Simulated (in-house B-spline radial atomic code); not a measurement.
A radial electron density 4πr²n(r) was computed for an atom or ion in its tabulated ground configuration with an all-electron radial atomic-structure program (B-spline basis); method: non-relativistic LDA exchange-only, spin-polarised, spherical fractional occupations. Columns: r (bohr), 4πr²n(r) (electrons per bohr), bar.

```
 0.00223    1.005 #
 0.00273    1.462 ##
 0.00334    2.109 ##
 0.00408    3.011 ###
 0.00499    4.265 #####
  0.0061    5.963 ######
 0.00746    8.221 #########
 0.00913    11.14 ############
  0.0112    14.82 ################
  0.0137    19.11 ####################
  0.0167    23.76 #########################
  0.0204     28.5 ##############################
   0.025     32.7 ###################################
  0.0305    35.45 ######################################
  0.0374    36.21 ######################################
  0.0457     34.8 #####################################
  0.0559       32 ##################################
  0.0683    29.53 ###############################
  0.0836    29.39 ###############################
   0.102    32.54 ###################################
   0.125    37.79 ########################################
   0.153    41.47 ############################################
   0.187    40.02 ##########################################
   0.229    32.98 ###################################
    0.28    24.41 ##########################
   0.342    19.71 #####################
   0.418    20.64 ######################
   0.511    23.75 #########################
   0.625    24.03 #########################
   0.765    19.83 #####################
   0.936    13.43 ##############
    1.14    7.893 ########
     1.4     4.16 ####
    1.71    2.234 ##
    2.09    1.249 #
    2.56   0.6875 #
    3.13    0.339 
    3.83   0.1335 
    4.68  0.03871 
    5.73 0.007415 
       7 0.0008912 
    8.56 5.915e-05
```

Problem. Which atom or ion is it?
A. Zn+
B. Zn2+
C. Cu+
D. As2+

Solution. A. The area under the curve, ∫4πr²n dr = ∫r·4πr²n d(ln r) on this logarithmic grid, is 29 electrons, which only this option has. The configuration is [Ar] 3d10 4s1.
